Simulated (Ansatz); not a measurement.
Stepwise reaction of `F[SiH](F)[O][GeH3]` with water, as a gas-phase model of exchange steps in deposition or etching. ΔE in kJ/mol.

Calculated with Ansatz (gas phase, PBE0-D4/def2-TZVP geometries, no zero-point term in ΔE). CBS: MP2 limit from def2 TZ/QZ plus the TZ coupled-cluster correction, frozen cores. This one scheme is used for every species. DFT in def2-TZVPP. B3LYP here is the variant with VWN-RPA as its local correlation; programs differ in this. For Ge outer-core shells are correlated without core-valence functions, which leaves a few kJ/mol of doubt a bond. Scalar relativity is left out up to krypton. One conformer a species, not always the lowest.

```
step                                                 reaction  PBE-D4  B3LYP-D4  ωB97M-V  CCSD(T)/CBS
   1  `F[SiH](F)[O][GeH3]` + H₂O → `O[SiH](F)[O][GeH3]` + H–F    40.7      43.2     42.5         42.4
```

(1) Give the row of step 2, `O[SiH](F)[O][GeH3]` + H₂O → `O[SiH](O)[O][GeH3]` + H–F. (An estimate is asked.)

(2) By hand: ΔE of the 2 steps together at CCSD(T)/CBS.

Answers

(1) The calculation gave: 
| step | reaction | PBE-D4 | B3LYP-D4 | ωB97M-V | CCSD(T)/CBS |
| --- | --- | --- | --- | --- | --- |
| 2 | `O[SiH](F)[O][GeH3]` + H₂O → `O[SiH](O)[O][GeH3]` + H–F | 45.2 | 48.6 | 48.0 | 47.4 |

(2) (42.4) + (47.4) = 89.8 kJ/mol, or 44.9 kJ/mol a step.

In ΔE each step is higher than the one before. All are uphill at CCSD(T)/CBS. PBE-D4 differs from CCSD(T)/CBS by -2.2 to -1.7 kJ/mol a step. Isolated molecules leave out the surface, adducts and barriers. Largest T1 diagnostic: 0.012.
